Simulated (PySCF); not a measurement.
An unknown shows these calculated signals:

$^{1}$H NMR (300 MHz, computed): δ 7.74 (m, 1H), 5.17 (m, 1H), 4.77 (m, 1H), 3.73 (s, 2H), 3.11 (q, 2H), 1.36 (t, 3H).

$^{13}$C{$^{1}$H} NMR (computed): δ 175.0 (C), 147.7 (CH), 102.3 (CH2), 61.5 (CH2), 59.8 (CH2), 17.3 (CH3).

No solvent, single conformer, averaged over atoms made equivalent by symmetry, fast rotation or ring inversion, non-relativistic. σ from GIAO-HF/pcSseg-1; structure optimised with PBE0-D3(BJ)/def2-SVP; PySCF 2.14.0 with density-fitted response routines.

Shifts are taken against calculated references (same method and geometry level): $^{1}$H and $^{13}$C vs TMS.

Problem. Which of these does the molecule contain: an S-methyl group, a vinyl group CH=CH2, a Si–H bond, an ester, a CH3CH2 unit, a (CH3)2CH unit?

Solution. 
- An S-methyl group: no.
- A vinyl group CH=CH2: yes (δC 102.3, 147.7; δH 4.77 (m), 5.17 (m), 7.74 (m)).
- A Si–H bond: no.
- An ester: yes (δC 175.0).
- A CH3CH2 unit: yes (δC 17.3, 59.8; δH 1.36 (t), 3.11 (q)).
- A (CH3)2CH unit: no.

The data belong to SMILES C=COC(=O)COCC, C6H10O3; they needn't prove each group on their own.

Carbon signals by region: 1 in the far downfield region (above 160 ppm), 2 in the sp2 and nitrile region (100–160 ppm), 2 at 50–100 ppm, 1 below 50 ppm. Above 160 ppm: 175.0, ester carbonyl carbon.

Shifts are as computed. Against solution values, carbons near 30 ppm lie about -0 ppm off and those near 130 ppm about +7 ppm. Of 1211 compounds with measured shifts, 218 miss one by over three times the rms of a fit or turn the order of signals round; such compounds aren't used in these exercises. Multiplicities follow the n + 1 count of equivalent neighbours, as no J values were calculated; m marks all less simple cases, F and P coupling included.
